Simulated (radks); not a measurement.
Species: the technetium ion Tc16+. Configuration: [Ar] 3d9. All-electron calculation, scalar-relativistic Kohn-Sham, PBE, spin-polarised, spherical densities, point nucleus; open shells are filled with parallel spins first (spin-orbit coupling, left out, can overturn this in heavy ions). Program: a radial shooting solver on a logarithmic mesh with Libxc functionals. Some entries of the table are withheld. Estimate them.

orbital,occ.,eigenvalue (hartree),<1/r> (bohr^-1)
1s up,1,-782.2808,44.71
1s down,1,-782.2804,44.71
2s up,1,-124.4790,10.10
2s down,1,-124.4137,10.10
2p up,3,-113.0354,9.805
2p down,3,-112.9866,9.808
3s up,1,-33.14498,3.559
3s down,1,-33.06275,3.555
3p up,3,(1),3.402
3p down,3,(2),3.398
3d up,5,-23.35784,3.196
3d down,4,-23.26261,3.192
4s up,0,-14.14498,1.598
4s down,0,-14.11939,1.595
4p up,0,-12.83723,1.518
4p down,0,-12.81250,1.516

Answer. 
(1) 3p up eigenvalue (hartree): -29.37080
(2) 3p down eigenvalue (hartree): -29.28750
